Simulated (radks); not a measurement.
The nuclear charge of the antimony ion Sb+ is varied continuously with 50 electrons held in [Kr] 4d10 5s2 5p2. Calculated with a radial shooting solver on a logarithmic mesh with Libxc functionals: Dirac Kohn-Sham, PBEsol, spin-unpolarised, spherical densities, point nucleus; open shells fill j = l - 1/2 first. By the Hellmann-Feynman theorem dE/dZ = E(electron-nucleus)/Z, the electronic potential at the nucleus.

Z      E (hartree)  E(electron-nucleus)/Z (hartree)   HOMO  e(HOMO) (eV)  <r> HOMO (bohr)
50.5   -6327.28683                         -304.129  5p1/2        -7.814            2.827
50.75  -6403.58169                         -306.230  5p1/2       -10.019            2.706
51     -6480.40165                         -308.330  5p1/2       -12.357            2.601
51.25  -6557.74690                         -310.432  5p1/2       -14.819            2.509
51.5   -6635.61768                         -312.535  5p1/2       -17.400            2.427
51.75  -6714.01431                         -314.639  5p1/2       -20.094            2.353
52     -6792.93716                         -316.744  5p1/2       -22.897            2.285

The central difference of E at Z = 51 is -308.330 hartree, to compare with the third column; the second derivative is -8.4 hartree.
